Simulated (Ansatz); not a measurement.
A trace of molecular dynamics of C3H9B (13 atoms, charge 0, multiplicity 1).

The calculation used Ansatz, RKS BHLYP-D4/6-31G*.

```
ensemble                      : NVE (velocity Verlet)
starting velocities drawn for : 300 K
seed                          : 24951
```

| time (fs) | T (K) | potential energy less start (eV) | conserved less start (meV/atom) |
| --- | --- | --- | --- |
| 0 | 300 | 0.000 | 0.00 |
| 5 | 158 | 0.233 | 2.40 |
| 10 | 197 | 0.175 | 2.14 |
| 15 | 131 | 0.290 | 3.81 |
| 20 | 207 | 0.192 | 4.62 |
| 25 | 162 | 0.267 | 5.47 |
| 30 | 137 | 0.314 | 6.31 |
| 35 | 140 | 0.306 | 6.10 |
| 40 | 156 | 0.279 | 5.66 |
| 45 | 209 | 0.196 | 5.10 |
| 50 | 172 | 0.237 | 4.24 |
| 55 | 170 | 0.223 | 2.92 |
| 60 | 138 | 0.267 | 2.79 |
| 65 | 193 | 0.180 | 2.18 |
| 70 | 171 | 0.210 | 2.04 |
| 75 | 176 | 0.213 | 2.87 |
| 80 | 112 | 0.325 | 4.38 |
| 85 | 204 | 0.180 | 3.33 |
| 90 | 154 | 0.286 | 6.03 |
| 95 | 214 | 0.177 | 4.20 |
| 100 | 106 | 0.352 | 5.93 |

**Question.** Is this trajectory sound?

**Answer.** The conserved energy wandered by up to 6.8 meV per atom (net 5.9 meV per atom), which is poor conservation. Over the second half the temperature averaged 0.54 of the 300 K drawn at the start: a run that starts near a minimum puts about half its kinetic energy into the potential. A step of 2.5 fs is long for free X–H stretches (periods near 10 fs) and can bias their spread and the temperature. A run of 0.1 ps of so small a system gives no equilibrium averages. The time step was 2.5 fs.

Run time: 75 s on 1 thread of Intel(R) Xeon(R) 6975P-C (Granite Rapids) (shared host), peak memory 0.16 GiB.
